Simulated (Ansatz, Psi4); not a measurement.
Two rigid molecules brought together: F2Mg ··· H4OSi (SMILES [F][Mg][F] and O[SiH3]). Monomers: optimised at B3LYP-D3(BJ) (def2-TZVP), held rigid. Orientation: lowest of the rigid-body minima from ten starts at GFN2-xTB. Only R, the distance of the centres of mass, is varied, so the lowest point isn't the relaxed dimer.

SAPT0/jun-cc-pVDZ, frozen core (Psi4); PBE/def2-TZVP, counterpoise-corrected (Psi4); B3LYP/def2-TZVP, counterpoise-corrected (Psi4); MP2/aug-cc-pVTZ = DF-MP2/aug-cc-pVTZ, frozen core, counterpoise-corrected (Psi4 1.11); wB97M-V/def2-TZVP, counterpoise-corrected (Psi4); CCSD(T)/aug-cc-pVDZ = CCSD(T) on RHF/aug-cc-pVDZ, frozen core, counterpoise-corrected (Ansatz, a first-principles code).

Cost and agreement with CCSD(T)/aug-cc-pVDZ over the 10 points of the scan, with CCSD(T)/aug-cc-pVDZ as yardstick. Costs are rough ratios of core time within Psi4 on shared cores, each with its mean field (Kohn-Sham runs search longer for lower solutions than correlated ones do); the miss is the largest difference from CCSD(T) of the interaction energy, in kcal/mol.

Question: Which is the cheapest of these levels that stays within 2.4 kcal/mol of CCSD(T)/aug-cc-pVDZ?

Answer: PBE/def2-TZVP.

```tsv
level	relative cost	largest difference
SAPT0/jun-cc-pVDZ	1	7.00
PBE/def2-TZVP	1	1.39
B3LYP/def2-TZVP	2	2.46
MP2/aug-cc-pVTZ	2	2.44
wB97M-V/def2-TZVP	20	5.17
```

Costs within a factor of two of each other count as equal.
